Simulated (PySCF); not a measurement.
## NMR problem set

Computed data (PySCF 2.14): coordinates at the GFN2-xTB level, shielding tensors at PBE0/pcSseg-1 (GIAO). Relativity neglected, in vacuum, a single conformation, rapidly exchanging positions averaged.

Scale: $^{1}$H (σ = 31.72 ppm) and $^{13}$C (σ = 186.93 ppm) against TMS (reference shieldings calculated alike). Splittings of carbon signals by F and P are missing where no couplings were computed. Where no couplings were computed, multiplicities follow the n + 1 count of equivalent neighbours, and m marks all less simple cases (inequivalent or close neighbours, rings, F or P nearby). Shifts are as computed. Against solution values, carbons near 30 ppm lie about +3 ppm off and those near 130 ppm about +5 ppm. Of 1211 compounds with measured shifts, 218 miss one by over three times the rms of a fit or turn the order of signals round; such compounds aren't used in these exercises.

**Question.** C$_{10}$H$_{9}$FO. $^{1}$H NMR (600 MHz, computed): δ 8.24 (m, 1H), 7.69 (m, 1H), 7.59 (m, 1H), 7.25 (m, 1H), 5.82 (m, 1H), 5.56 (m, 1H), 2.45 (s, 3H). $^{13}$C{$^{1}$H} NMR (computed): δ 166.7 (C), 152.1 (C), 143.2 (CH), 143.1 (C), 140.5 (CH), 137.0 (CH), 132.5 (CH), 130.7 (CH2), 128.7 (C), 23.2 (CH3). Identify the compound.

**Answer.** SMILES C=Cc1c(C)cccc1C(=O)F. The formula gives 6 degrees of unsaturation (1 ring in the answer). 10 carbon signals for 10 carbons: no two carbons are equivalent. Carbon types of the structure: 4 × C, 4 × CH, 1 × CH2, 1 × CH3, which accounts for all hydrogens. δC 166.7: carbonyl carbon. δC 143.2: alkene CH; the olefinic region. δC 140.5, 137.0, 132.5: aromatic CH. δC 130.7: terminal =CH2 carbon; as expected for a trigonal carbon in a double bond.

The shifts were computed for this structure.

**Question.** C$_{5}$H$_{13}$PSi. $^{1}$H NMR (600 MHz, computed): δ 4.05 (m, 2H), 1.63 (m, 4H), 1.11 (m, 4H), 0.99 (m, 3H). $^{13}$C{$^{1}$H} NMR (computed): δ 33.4 (CH2), 17.9 (CH3), 8.6 (CH2). Identify the compound.

**Answer.** SMILES CP1CC[SiH2]CC1. 3 carbon signals for 5 carbons: some carbons are equivalent by symmetry or fast rotation. Carbon types of the structure: 4 × CH2, 1 × CH3, leaving 2 H on heteroatoms. δC 33.4: sp3 CH2 bonded to P. δC 8.6: sp3 CH2 bonded to Si; an electropositive neighbour leaves it electron-rich and shielded. δH 1.63: hydrogen on an sp3 CH2 bonded to P. δH 1.11: hydrogen on an sp3 CH2 bonded to Si.

The shifts were computed for this structure.
